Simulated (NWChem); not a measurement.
System: C2H3F2NSi; SMILES FC1(F)N=C[SiH2]1

```xyz
9

F      0.2042    -1.4047     1.0830
C      0.0196    -0.6332     0.0000
F      0.2042    -1.4047    -1.0830
N     -1.3332    -0.0822     0.0000
C     -1.1293     1.1883     0.0000
Si     0.7643     1.1625     0.0000
H     -1.9741     1.8906     0.0000
H      1.4715     1.6410    -1.2235
H      1.4715     1.6410     1.2235
```
Atoms are numbered in this order, from 1.

The geometry was optimised at PBE0/def2-SVP.

Q: Give the principal values of the shielding tensors (ppm) of F1, C2, N4, C5, Si6 from BHandHLYP/pcSseg-1, GIAO (NWChem), with their diamagnetic and paramagnetic parts as GIAO splits them.

A: 
```csv
atom,σ11,σ22,σ33,isotropic,diamagnetic,paramagnetic
F1,202.0,324.2,335.6,287.3,475.8,-188.6
C2,41.9,65.6,65.6,57.7,241.1,-183.4
N4,-747.4,-198.1,127.6,-272.6,328.5,-601.1
C5,-166.9,-40.5,138.6,-22.9,254.7,-277.6
Si6,272.6,338.5,463.9,358.4,877.6,-519.2
```
